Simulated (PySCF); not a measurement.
Compound: [Ga(H2O)6]3+ (charge +3).
SMILES: `[OH2]->[Ga+3](<-[OH2])(<-[OH2])(<-[OH2])(<-[OH2])<-[OH2]`

The closed-shell ground state was solved at several levels (PySCF, density fitting, gas phase). Isolated species at its PBE0-D3(BJ)/def2-SVP geometry, gas phase. The ion is multiply charged and computed without counter-ions or solvent. The calculation is non-relativistic and has no spin–orbit coupling, an omission that weighs most on gallium.

```csv
level,basis functions,total energy (Eh),HOMO (eV),LUMO (eV),gap (eV)
PBE0/pcSseg-1 (pcSseg-2 on Ga),225,-2381.6677,-24.12,-13.91,10.21
PBE/pcSseg-1 (pcSseg-2 on Ga),225,-2381.6265,-22.16,-15.05,7.11
PBE/pcJ-1 (pcSseg-1 on Ga),323,-2381.4620,-22.08,-14.96,7.12
```

What might B3LYP/pcSseg-1 (pcSseg-2 on Ga) (225 basis functions) give for the same quantities?

Total energy -2382.4628 Eh, HOMO -23.79 eV, LUMO -14.29 eV, gap 9.50 eV.

In the pcSseg-1 (pcSseg-2 on Ga) basis, how does the gap go with the fixed share of exact exchange?

PBE (0 %) 7.11 eV; B3LYP (20 %) 9.50 eV; PBE0 (25 %) 10.21 eV. Each rise in the share widens the gap here.
